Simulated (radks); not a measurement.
The numbers below are computed, except where a source is named.
Mean orbital radii <r> (bohr) of the selenium ion Se22+, [Ne] 3s2, at several levels of relativity; Dirac values are averaged over j with weights 2j + 1. Spin-unpolarised spherical Kohn-Sham, BLYP, point nucleus unless stated (finite: rms radius 4.14 fm), a radial shooting solver on a logarithmic mesh with Libxc functionals. A level marked "c x" has the speed of light scaled by that factor.

| shell | non-rel. | scalar-rel. | scalar-rel., finite nucleus | Dirac, finite nucleus | change of magnitude, last against first (%) |
|---|---|---|---|---|---|
| 1s | 0.04497 | 0.04406 | 0.04406 | 0.04406 | -2.03 |
| 2s | 0.1968 | 0.1929 | 0.1929 | 0.1926 | -2.11 |
| 2p | 0.1696 | 0.1679 | 0.1679 | 0.1678 | -1.02 |
| 3s | 0.4864 | 0.4794 | 0.4794 | 0.4792 | -1.50 |
| 3p (empty) | 0.4702 | 0.4669 | 0.4669 | 0.4667 | -0.74 |
| 4s (empty) | 0.9209 | 0.9108 | 0.9108 | 0.9105 | -1.12 |
